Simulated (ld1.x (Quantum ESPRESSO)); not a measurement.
**u(r) = r·R(r): atom against pseudo-atom (P (Z = 15))**

Columns: radius, all-electron u(r) and pseudo u(r) of the 3s shell (level -23.29 eV) of phosphorus in the configuration [Ne] 3s2 3p2; PBE, scalar-relativistic, PAW scheme, ld1.x (Quantum ESPRESSO) 7.5.

```tsv
r (bohr)	all-electron	pseudo
0.095	0.1375	0.0971
0.190	-0.1662	0.1926
0.285	-0.3571	0.2851
0.380	-0.3845	0.3732
0.475	-0.2974	0.4556
0.570	-0.1491	0.5312
0.665	0.0219	0.5992
0.760	0.1914	0.6589
0.855	0.3458	0.7100
0.950	0.4783	0.7521
1.045	0.5869	0.7855
1.140	0.6721	0.8102
1.235	0.7354	0.8266
1.330	0.7789	0.8352
1.425	0.8047	0.8366
1.520	0.8152	0.8311
1.615	0.8130	0.8195
1.710	0.8003	0.8022
1.805	0.7795	0.7798
1.900	0.7524	0.7524
1.995	0.7206	0.7206
2.090	0.6855	0.6855
2.185	0.6484	0.6484
2.280	0.6101	0.6101
2.375	0.5716	0.5716
2.470	0.5334	0.5334
```

Q: How many radial nodes do the two functions have?

A: The all-electron 3s function has n − l − 1 = 2; the pseudo-wave has 0, since the states of the same l below it are removed with the core.

Q: At about which radius was the pseudo-wave matched?

A: 1.90 bohr, where the columns begin to agree (steps of 0.10 bohr).

Q: Where does each function peak?

A: Outermost all-electron maximum near 1.52 bohr, pseudo maximum near 1.43 bohr (to the table’s step).

Q: Is the pseudo-wave norm-conserving?

A: No, it belongs to a PAW set: the norm inside the radius is not constrained, and the difference is carried by the augmentation charge.
